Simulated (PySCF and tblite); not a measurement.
Values are calculated unless marked as measured or tabulated.
C7H10O3, numbered as in [CH3:1]/[C:2]([CH2:3][CH:4]=[O:5])=[C:6](/[CH3:7])[O:8][CH:9]=[O:10].

Search: ETKDG and KDG, MMFF94s, GFN2-xTB, 200 starts; geometries at GFN2-xTB. Free energies are PBE0-D3(BJ)/def2-SVP single points with GFN2-xTB rigid-rotor and vibrational terms (modes under about 100 cm⁻¹ blended into free rotors). Symmetry numbers and mirror images are counted. Conformers within 3 kcal/mol (GFN2-xTB free energy) were kept, 7 at most. Codes: tblite and PySCF.

An NOE distance is ⟨r⁻⁶⟩^(−1/6) over all pairs of like atoms and, for the average, over conformers.

Torsions listed: C1–C2–C3–C4, C2–C3–C4–O5, C7–C6–O8–C9, C6–O8–C9–O10. Of a mirror pair one member is shown.

```csv
conformer,shape,weight %
1,"89°, -112°, -57°, -2°",22.8
2,"-92°, 117°, -57°, -2°",21.3
3,"80°, -5°, 48°, 1°",20.4
4,"98°, 112°, -56°, -3°",18.6
```

Not shown: 2 more, 17.0 % in all.

(1) Which H–H contacts under 3.5 Å would NOEs report (pairs on one atom left out) at 298.15 K?

(2) In a model where alignment follows shape alone (order matrix 0.0005 × (3G/tr G − 1)/2, G the second moments of the atom positions; splitting J + 2D), what are the one-bond C–H dipolar couplings D?

## Answers

(1) 
```
     pair  in 1 (Å)  in 2 (Å)  in 3 (Å)  in 4 (Å)  average (Å)
H3 ··· H4      2.69      2.70      2.46      2.67         2.59
H3 ··· H7      2.83      2.73      2.70      2.99         2.82
H1 ··· H3      3.02      3.00      3.03      3.01         3.01
H4 ··· H7      2.97      3.07      4.49      4.18         3.37
```

Longer pairs under the limit may be missing.

(2) H1 -0.1 Hz (-0.1 in conformer 1), H3 0.3 Hz (0.6 in conformer 1), H4 -1.0 Hz (0.6 in conformer 1), H7 -0.1 Hz (-0.1 in conformer 1), H9 -1.1 Hz (-0.4 in conformer 1).


Conformer gaps in def2-SVP on xTB geometries can be 2 kcal/mol too large for S=O, P=O and other polar bonds.